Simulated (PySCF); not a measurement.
**Vertical excitation energies**

C₅H₉NOSi.
SMILES: `C[C@]1(C#N)CC[SiH2]O1`

Computed with TDDFT wB97X-D/def2-SVPD, vertical, gas phase, core orbitals frozen in the response in PySCF. Geometry: GFN2-xTB, one conformer, isolated molecule.

```
state  E (eV)  E (kJ/mol)  λ (nm)       f  |μ| (D)   main configurations (H = HOMO, L = LUMO)
   S1    7.50         724   165.3  0.0027     0.31                                  H→L (87%)
   S2    7.72         745   160.6  0.0015     0.23  H-2→L+2 (27%), H-2→L (18%), H-2→L+4 (10%)
   S3    7.86         758   157.8   0.031     1.03                                H-1→L (87%)
   S4    8.17         789   151.7   0.013     0.65                                H→L+1 (38%)
   S5    8.19         790   151.4  0.0052     0.41                 H-3→L+2 (19%), H→L+2 (17%)
   S6    8.31         802   149.1   0.019     0.78     H→L+1 (29%), H-3→L+4 (12%), H→L+5 (9%)
   S7    8.49         819   146.0   0.023     0.84                              H-1→L+1 (77%)
   S8    8.55         825   145.0  0.0065     0.45    H→L+2 (25%), H→L+4 (15%), H-3→L+2 (10%)
```

Triplets (Tamm–Dancoff): T1 6.55 eV, H-3→L+2 (17%); T2 7.12 eV, H→L (37%), H-2→L+2 (19%); T3 7.16 eV, H-2→L+4 (14%), H-2→L (9%), H-2→L+3 (9%).

The lowest singlet comes at 165 nm (724 kJ/mol) in the vacuum ultraviolet; it is very weak; its leading configuration is HOMO→LUMO (87%). The most intense listed level is S3 at 7.86 eV (158 nm, f = 0.031), 0.36 eV above S1. Löwdin shares by element: HOMO oxygen 42%, silicon 15%, hydrogen 12% or more, carbon 6% or more (atoms not listed hold the other 25%); LUMO silicon 32%, hydrogen 20% or more, oxygen 11% (atoms not listed hold the other 37%). The oscillator strengths of these states sum to 0.102; summed over the whole spectrum of an exact calculation they would give the number of electrons, 68 (Thomas–Reiche–Kuhn). Weighted by f, the mean energy of these states is 8.17 eV. Orbital energies (eV): HOMO-3 -11.68, HOMO-2 -11.13, HOMO-1 -10.84, HOMO -10.55, LUMO 1.69, LUMO+1 1.95, LUMO+2 2.42. No computed singlet lies in the visible range (380 to 750 nm); the lowest, at 165 nm, stands 4.24 eV above its violet end (3.26 eV). Singlets were solved by full linear response, triplets in the Tamm–Dancoff approximation.
